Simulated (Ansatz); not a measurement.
`[SiH3]C[AsH2]` and `C[SiH2]C[AsH2]` differ in one atom or group.

Ansatz, PBE0-D4/def2-TZVP geometries, multiplicity 1. Each molecule was computed in one conformer, which needn't be the lowest.

Scalar relativity is left out up to krypton.

| property | `[SiH3]C[AsH2]` |
| --- | --- |
| size of the dipole moment (ωB97M-V/def2-TZVPP) / D | 0.62 |
| LUMO energy (PBE/def2-TZVPP) / eV | -0.82 |
| LUMO energy (PBE0/def2-TZVPP) / eV | -0.01 |
| HOMO energy (ωB97M-V/def2-TZVPP) / eV | -9.32 |
| HOMO–LUMO gap (B3LYP/def2-TZVPP) / eV | 6.78 |
| HOMO–LUMO gap (PBE0/def2-TZVPP) / eV | 7.19 |

**Question.** Give the same properties after the change, and the shifts. (Estimate.)

**Answer.** Ansatz gave: 
| property | `C[SiH2]C[AsH2]` | shift |
| --- | --- | --- |
| size of the dipole moment (ωB97M-V/def2-TZVPP) / D | 0.57 | -0.05 |
| LUMO energy (PBE/def2-TZVPP) / eV | -0.54 | 0.28 |
| LUMO energy (PBE0/def2-TZVPP) / eV | 0.27 | 0.28 |
| HOMO energy (ωB97M-V/def2-TZVPP) / eV | -9.44 | -0.12 |
| HOMO–LUMO gap (B3LYP/def2-TZVPP) / eV | 7.10 | 0.32 |
| HOMO–LUMO gap (PBE0/def2-TZVPP) / eV | 7.53 | 0.34 |

With PBE0 the HOMO falls by 0.06 eV and the LUMO rises by 0.28 eV, so the gap widens by about 0.34 eV. PBE moves the HOMO by -0.03 eV and ωB97M-V by -0.12 eV. Dipoles are sizes alone; their direction can turn.

B3LYP here is the variant with VWN-RPA as its local correlation; programs differ in this.
